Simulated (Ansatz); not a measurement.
All numbers were calculated with Ansatz.

A structure relaxed at PBE0-D4/def2-TZVP, charge 0, multiplicity 1:

Cartesian coordinates in Å:
```
N -1.0354 -1.5952 1.2876
Si -0.9083 0.1188 1.2814
C -0.8676 0.6953 -0.4914
Si 0.6253 0.1088 -1.4421
N 2.0262 0.8001 -0.7254
H -0.4404 -2.1415 0.6848
H -1.2382 -2.0890 2.1412
H 0.3113 0.6636 1.9644
H -2.0763 0.6488 2.0362
H -0.8786 1.7901 -0.5146
H -1.7752 0.3361 -0.9879
H 0.5966 -1.3911 -1.4527
H 0.6070 0.5329 -2.8685
H 2.9180 0.7426 -1.1891
H 2.1358 0.7796 0.2763
```

Q: Give its formula and SMILES.

A: CH10N2Si2, `N[SiH2]C[SiH2]N`.

Q: Point group (tolerance 0.08 Å, 0.16 Å for H)?

A: C2.

Q: Summarise the bond lengths by kind.

A: 2 × N–Si 1.719 Å; 4 × H–N 1.007 to 1.008 Å; 2 × C–Si 1.865 Å; 4 × H–Si 1.488 to 1.500 Å; 2 × C–H 1.095 Å.
